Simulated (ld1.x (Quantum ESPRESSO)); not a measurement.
# Plane-wave convergence, ultrasoft potential for Ta (Z = 73)

```json
{"Element": "tantalum", "Generator": "ld1.x (Quantum ESPRESSO) 7.5", "Type": "ultrasoft", "Functional": "PBE", "Relativity": "scalar-relativistic", "Frozen core": "[Xe] 4f14", "Valence charge": "5", "Reference configuration": "5d3 6s1 6p0 (charge +1)", "Partial waves": "6s (bound): rcut 1.90, rcutus 2.94 bohr; 6s channel at 1.2 Ry: rcut 1.90, rcutus 2.94 bohr; 6p (bound, empty): rcut 2.55, rcutus 2.95 bohr; 6p channel at 4.4 Ry: rcut 2.55, rcutus 2.95 bohr; 5d (bound): rcut 2.15, rcutus 2.90 bohr; 5d channel at -0.35 Ry: rcut 2.15, rcutus 2.90 bohr", "Local potential": "all-electron potential smoothed inside 2.60 bohr (lloc = -1)", "Core correction": "none", "Augmentation charge": "built from norm-conserving waves at rcut, not smoothed further"}
```

The pseudo-atom Hamiltonian at the reference potential is diagonalised in spherical Bessel functions j_l(qr) that vanish at 20 bohr, with q² up to the cutoff. All-electron valence levels (Ry): 6s -0.8540, 6p -0.4860, 5d -0.7707.

How do the lowest levels (Ry) of each channel move with the cutoff, and are there ghosts?

| cutoff (Ry) | s #1 | s #2 | p #1 | d #1 | d #2 | f #1 | Σ f·Δε (mRy) |
| --- | --- | --- | --- | --- | --- | --- | --- |
| 8 | -0.8540 | -0.2371 | -0.6157 | -0.7543 | -0.1588 | -0.0654 | 49.5 |
| 10 | -0.8541 | -0.2371 | -0.6157 | -0.7674 | -0.1615 | -0.0654 | 10.1 |
| 12 | -0.8541 | -0.2371 | -0.6157 | -0.7703 | -0.1626 | -0.0654 | 1.4 |
| 15 | -0.8541 | -0.2371 | -0.6158 | -0.7705 | -0.1630 | -0.0654 | 0.8 |
| 18 | -0.8541 | -0.2371 | -0.6158 | -0.7706 | -0.1630 | -0.0654 | 0.4 |
| 21 | -0.8541 | -0.2371 | -0.6158 | -0.7707 | -0.1630 | -0.0654 | 0.1 |
| 400 | -0.8541 | -0.2371 | -0.6158 | -0.7708 | -0.1630 | -0.0654 | 0.0 |

Result: ghost state, extra bound levels that the all-electron valence spectrum of the same l lacks: p at -8.4 eV (a true bound ghost makes a file unfit for plane-wave use); 10 mRy is reached at 12 Ry and 1 mRy at 15 Ry.

Its largest configuration-test error is +395 meV.
